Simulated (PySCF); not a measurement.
Isomers of C5H4F4S, mass 171.997 u with the commonest isotopes. The calculation used PBE0/def2-SVPD in PySCF (dipole) on a GFN2-xTB geometry, gas phase. One conformer each, none proved a minimum here; rigid rotors.

Question: Order these by rotational constant B, largest first.
A. `[F:1][CH2:2][S:3][CH2:4][C:5]#[C:6][C:7]([F:8])([F:9])[F:10]` with F1–C2–S3–C4 -65°, C2–S3–C4–C5 -68°
B. `[F:1][CH2:2][CH2:3][C:4](=[C:5]=[S:6])[C:7]([F:8])([F:9])[F:10]` with F1–C2–C3–C4 179°, C2–C3–C4–C5 0°
C. `[F:1][C@H:2]1[CH2:3][CH:4]=[C:5]([C:6]([F:7])([F:8])[F:9])[S:10]1` with F1–C2–C3–C4 102°, C2–C3–C4–C5 12°, C4–C5–S10–C2 -8°, F1–C2–S10–C5 -105°
D. `F[C@@H]1C=C(C(F)(F)F)SC1`
E. `[CH3:1][C@@H:2]([F:3])[C:4](=[C:5]=[S:6])[C:7]([F:8])([F:9])[F:10]` with C1–C2–C4–C5 -101°

Answer: E (960.5 MHz), B (833.0 MHz), D (770.7 MHz), C (733.3 MHz), A (450.6 MHz).

Question: Order these by out-of-plane moment Σ m c² = (Ia + Ib − Ic)/2, smallest first.
A. `F[C@@H]1C=C(C(F)(F)F)SC1`
B. `[F:1][CH2:2][S:3][CH2:4][C:5]#[C:6][C:7]([F:8])([F:9])[F:10]` with F1–C2–S3–C4 -65°, C2–S3–C4–C5 -68°
C. `[CH3:1][C@@H:2]([F:3])[C:4](=[C:5]=[S:6])[C:7]([F:8])([F:9])[F:10]` with C1–C2–C4–C5 -101°
D. `[F:1][CH2:2][CH2:3][C:4](=[C:5]=[S:6])[C:7]([F:8])([F:9])[F:10]` with F1–C2–C3–C4 179°, C2–C3–C4–C5 0°
E. `[F:1][C@H:2]1[CH2:3][S:4][CH:5]=[C:6]1[C:7]([F:8])([F:9])[F:10]` with F1–C2–C3–S4 107°, C2–C3–S4–C5 9°, C3–S4–C5–C6 -3°, F1–C2–C6–C5 -108°
F. `[F:1][C@H:2]1[CH2:3][CH:4]=[C:5]([C:6]([F:7])([F:8])[F:9])[S:10]1` with F1–C2–C3–C4 102°, C2–C3–C4–C5 12°, C4–C5–S10–C2 -8°, F1–C2–S10–C5 -105°

Answer: D (46.92 u·Å²), A (60.22 u·Å²), E (62.40 u·Å²), F (71.90 u·Å²), C (73.76 u·Å²), B (84.88 u·Å²).

Question: Order these by rotational constant C, smallest first.
A. `F[C@@H]1C=C(C(F)(F)F)SC1`
B. `[F:1][C@H:2]1[CH2:3][S:4][CH:5]=[C:6]1[C:7]([F:8])([F:9])[F:10]` with F1–C2–C3–S4 107°, C2–C3–S4–C5 9°, C3–S4–C5–C6 -3°, F1–C2–C6–C5 -108°
C. `[F:1][CH2:2][CH2:3][C:4](=[C:5]=[S:6])[C:7]([F:8])([F:9])[F:10]` with F1–C2–C3–C4 179°, C2–C3–C4–C5 0°
D. `[F:1][C@H:2]1[CH2:3][CH:4]=[C:5]([C:6]([F:7])([F:8])[F:9])[S:10]1` with F1–C2–C3–C4 102°, C2–C3–C4–C5 12°, C4–C5–S10–C2 -8°, F1–C2–S10–C5 -105°
E. `[F:1][CH2:2][S:3][CH2:4][C:5]#[C:6][C:7]([F:8])([F:9])[F:10]` with F1–C2–S3–C4 -65°, C2–S3–C4–C5 -68°

Answer: E (425.7 MHz), C (522.4 MHz), A (645.4 MHz), D (660.6 MHz), B (678.2 MHz).

```tsv
SMILES	point group	Ia (u·Å²)	Ib (u·Å²)	Ic (u·Å²)	κ	μa (D)	μb (D)	μc (D)
FCSCC#CC(F)(F)F	C1	235.34	1121.54	1187.11	-0.97	1.76	0.70	0.27
F[C@@H]1C=C(C(F)(F)F)SC1	C1	247.66	655.78	782.99	-0.82	2.42	0.39	1.76
FCCC(=C=S)C(F)(F)F	Cs	454.54	606.71	967.42	0.05	0.84	1.42	0.02
F[C@H]1CSC=C1C(F)(F)F	C1	264.13	605.82	745.15	-0.75	2.77	0.54	1.48
C[C@@H](F)C(=C=S)C(F)(F)F	C1	408.81	526.14	787.43	0.07	0.22	0.96	0.61
F[C@H]1CC=C(C(F)(F)F)S1	C1	219.61	689.18	764.99	-0.91	2.34	2.37	1.58
```
